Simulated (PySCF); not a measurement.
How methods differ on the excitation energy of P

P [Ne] 3s2 3p3 (4S) → P [Ne] 3s1 3p4 (4P), as a difference of total energies. All numbers are calculated (PySCF 2.14, the spin-free X2C one-electron Hamiltonian (Gaussian nucleus), in x2c-TZVPPall). Correlated levels: valence and next inner shell: 1s2 frozen. The calculations carry no spin-orbit coupling.

```tsv
method	excitation energy (cm⁻¹)	error (cm⁻¹)
UHF	64753	+5111
MP2 (valence and next inner shell)	66224	+6581
SCS-MP2 (valence and next inner shell)	66223	+6580
CCSD (valence and next inner shell)	63409	+3766
CCSD(T) (valence and next inner shell)	62460	+2817
```

Reference: 59643 cm⁻¹ (measured; NIST levels, between the centres of gravity of the two terms).

Errors of the correlated levels include the incompleteness of this basis and the frozen core.

The coupled-cluster amplitudes are large for the upper state (T1 above 0.03 or a double amplitude above 0.15), so a single reference is strained.
